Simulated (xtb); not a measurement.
xtb job for B(Br)2(Me) (CH3BBr2), SMILES BrB(Br)C, GFN2-xTB. 

```
$ xtb mol.xyz --gfn 2 --sp --chrg 0 --uhf 0 --json
$ cat mol.xyz
7

B     -0.39135864     0.35853791    -0.33095063
Br     1.37292565     0.03865355    -0.90850579
Br    -0.94799136    -0.43320876     1.28234424
C     -1.35629816     1.25768985    -1.18946419
H     -2.32738555     1.42364517    -0.72585329
H     -1.53537614     0.81158257    -2.17096339
H     -0.91535616     2.23537624    -1.39599059
```

Program output:

```
[banner left out]
          |                Calculation Setup                |
           -------------------------------------------------



           -------------------------------------------------
          |                 G F N 2 - x T B                 |
           -------------------------------------------------

        Reference                      10.1021/acs.jctc.8b01176
      * Hamiltonian:
        H0-scaling (s, p, d)           1.850000    2.230000    2.230000
        zeta-weighting                 0.500000
      * Dispersion:
        s8                             2.700000
        a1                             0.520000
        a2                             5.000000
        s9                             5.000000
      * Repulsion:
        kExp                           1.500000    1.000000
        rExp                           1.000000
      * Coulomb:
        alpha                          2.000000
        third order                    shell-resolved
        anisotropic                    true
        a3                             3.000000
        a5                             4.000000
        cn-shift                       1.200000
        cn-exp                         4.000000
        max-rad                        5.000000


          ...................................................
          :                      SETUP                      :
          :.................................................:
          :  # basis functions                  31          :
          :  # atomic orbitals                  29          :
          :  # shells                           13          :
          :  # electrons                        24          :
          :  max. iterations                   250          :
          :  Hamiltonian                  GFN2-xTB          :
          :  restarted?                      false          :
          :  GBSA solvation                  false          :
          :  PC potential                    false          :
          :  electronic temp.          300.0000000     K    :
          :  accuracy                    1.0000000          :
          :  -> integral cutoff          0.2500000E+02      :
          :  -> integral neglect         0.1000000E-07      :
          :  -> SCF convergence          0.1000000E-05 Eh   :
          :  -> wf. convergence          0.1000000E-03 e    :
          :  Broyden damping             0.4000000          :
          :  net charge                          0          :
          :  unpaired electrons                  0          :
          ...................................................

 iter      E             dE          RMSdq      gap      omega  full diag
   1    -12.8489219 -0.128489E+02  0.780E+00    6.30       0.0  T
   2    -12.9066947 -0.577728E-01  0.915E+00    2.19       1.0  T
   3    -13.2042982 -0.297603E+00  0.411E+00    3.80       1.0  T
   4    -13.1918501  0.124481E-01  0.226E+00    3.46       1.0  T
   5    -13.2116647 -0.198146E-01  0.916E-01    3.98       1.0  T
   6    -13.2120366 -0.371969E-03  0.571E-01    3.94       1.0  T
   7    -13.2122545 -0.217852E-03  0.201E-01    3.98       1.0  T
   8    -13.2122953 -0.407722E-04  0.112E-01    3.95       1.0  T
   9    -13.2122757  0.195903E-04  0.897E-02    3.95       1.0  T
  10    -13.2123028 -0.270885E-04  0.348E-02    3.98       1.1  T
  11    -13.2123092 -0.646233E-05  0.160E-02    3.97       2.4  T
  12    -13.2123096 -0.364900E-06  0.271E-03    3.97      14.0  T
  13    -13.2123096 -0.315377E-07  0.122E-03    3.97      30.9  T
  14    -13.2123096 -0.267173E-08  0.521E-04    3.97      72.6  T
  15    -13.2123096 -0.954437E-09  0.492E-04    3.97      76.8  T

   *** convergence criteria satisfied after 15 iterations ***

         #    Occupation            Energy/Eh            Energy/eV
      -------------------------------------------------------------
         1        2.0000           -0.8552867             -23.2735
       ...           ...                  ...                  ...
         6        2.0000           -0.5141305             -13.9902
         7        2.0000           -0.4955084             -13.4835
         8        2.0000           -0.4802130             -13.0673
         9        2.0000           -0.4623042             -12.5799
        10        2.0000           -0.4398638             -11.9693
        11        2.0000           -0.4317985             -11.7498
        12        2.0000           -0.4313162             -11.7367 (HOMO)
        13                         -0.2854306              -7.7670 (LUMO)
        14                         -0.1124932              -3.0611
        15                         -0.1108145              -3.0154
        16                          0.0057263               0.1558
        17                          0.0095698               0.2604
       ...                                ...                  ...
        29                          0.8856716              24.1003
      -------------------------------------------------------------
                  HL-Gap            0.1458857 Eh            3.9698 eV
             Fermi-level           -0.3583734 Eh           -9.7518 eV

 SCC (total)                   0 d,  0 h,  0 min,  0.008 sec
 SCC setup                      ...        0 min,  0.000 sec (  1.241%)
 Dispersion                     ...        0 min,  0.000 sec (  0.414%)
 classical contributions        ...        0 min,  0.000 sec (  0.214%)
 integral evaluation            ...        0 min,  0.001 sec ( 14.059%)
 iterations                     ...        0 min,  0.005 sec ( 58.986%)
 molecular gradient             ...        0 min,  0.002 sec ( 23.708%)
 printout                       ...        0 min,  0.000 sec (  1.206%)

         :::::::::::::::::::::::::::::::::::::::::::::::::::::
         ::                     SUMMARY                     ::
         :::::::::::::::::::::::::::::::::::::::::::::::::::::
         :: total energy             -13.132425246580 Eh    ::
         :: gradient norm              0.000231537710 Eh/a0 ::
         :: HOMO-LUMO gap              3.969751379844 eV    ::
         ::.................................................::
         :: SCC energy               -13.212307986848 Eh    ::
         :: -> isotropic ES            0.037304484722 Eh    ::
         :: -> anisotropic ES          0.003522811662 Eh    ::
         :: -> anisotropic XC         -0.011996147175 Eh    ::
         :: -> dispersion             -0.004384311294 Eh    ::
         :: repulsion energy           0.079882740267 Eh    ::
         :: add. restraining           0.000000000000 Eh    ::
         :: total charge               0.000000000000 e     ::
         :::::::::::::::::::::::::::::::::::::::::::::::::::::

           -------------------------------------------------
          |                Property Printout                |
           -------------------------------------------------

    * Orbital Energies and Occupations

         #    Occupation            Energy/Eh            Energy/eV
      -------------------------------------------------------------
         1        2.0000           -0.8552867             -23.2735
         2        2.0000           -0.8463415             -23.0301
         3        2.0000           -0.6269787             -17.0610
         4        2.0000           -0.5406954             -14.7131
         5        2.0000           -0.5193873             -14.1332
         6        2.0000           -0.5141305             -13.9902
         7        2.0000           -0.4955084             -13.4835
         8        2.0000           -0.4802130             -13.0673
         9        2.0000           -0.4623042             -12.5799
Note: The following floating-point exceptions are signalling: IEEE_DENORMAL
normal termination of xtb
        10        2.0000           -0.4398638             -11.9693
        11        2.0000           -0.4317985             -11.7498
        12        2.0000           -0.4313162             -11.7367 (HOMO)
        13                         -0.2854306              -7.7670 (LUMO)
        14                         -0.1124932              -3.0611
        15                         -0.1108145              -3.0154
        16                          0.0057263               0.1558
        17                          0.0095698               0.2604
        18                          0.0171286               0.4661
        19                          0.0171961               0.4679
        20                          0.0178708               0.4863
        21                          0.0188409               0.5127
        22                          0.0378586               1.0302
        23                          0.0993438               2.7033
       ...                                ...                  ...
        29                          0.8856716              24.1003
      -------------------------------------------------------------
                  HL-Gap            0.1458857 Eh            3.9698 eV
             Fermi-level           -0.3583734 Eh           -9.7518 eV

     #   Z          covCN         q      C6AA      α(0)
     1   5 B        2.598     0.384    16.440     6.885
     2  35 Br       1.122    -0.185   190.188    22.236
     3  35 Br       1.118    -0.180   190.062    22.229
     4   6 C        3.708    -0.193    24.452     7.068
     5   1 H        0.925     0.049     2.327     2.386
     6   1 H        0.924     0.064     2.157     2.297
     7   1 H        0.924     0.061     2.182     2.310

 Mol. C6AA /au·bohr⁶  :       1681.749515
 Mol. C8AA /au·bohr⁸  :      82255.105038
 Mol. α(0) /au        :         65.409813


Wiberg/Mayer (AO) data.
largest (>0.10) Wiberg bond orders for each atom

 ---------------------------------------------------------------------------
     #   Z sym  total        # sym  WBO       # sym  WBO       # sym  WBO
 ---------------------------------------------------------------------------
     1   5 B    3.390 --     3 Br   1.137     2 Br   1.128     4 C    1.068
     2  35 Br   1.201 --     1 B    1.128
     3  35 Br   1.210 --     1 B    1.137
     4   6 C    3.983 --     1 B    1.068     5 H    0.984     7 H    0.956
                             6 H    0.950
     5   1 H    0.998 --     4 C    0.984
     6   1 H    0.996 --     4 C    0.950
     7   1 H    0.996 --     4 C    0.956
 ---------------------------------------------------------------------------

Topologies differ in total number of bonds
Writing topology from bond orders to xtbtopo.mol

molecular dipole:
                 x           y           z       tot (Debye)
 q only:       -0.454       0.426      -0.417
   full:       -0.889       0.826      -0.796       3.689
molecular quadrupole (traceless):
                xx          xy          yy          xz          yz          zz
 q only:       -1.071      -0.950       1.590       3.013      -0.027      -0.519
  q+dip:       -3.767      -1.851       5.801       9.197       1.621      -2.034
   full:       -3.786      -1.376       5.765       8.688       2.029      -1.979


           -------------------------------------------------
          | TOTAL ENERGY              -13.132425246580 Eh   |
          | GRADIENT NORM               0.000231537710 Eh/α |
          | HOMO-LUMO GAP               3.969751379844 eV   |
           -------------------------------------------------

------------------------------------------------------------------------
------------------------------------------------------------------------
 total:
 SCF:
```

The run converged.
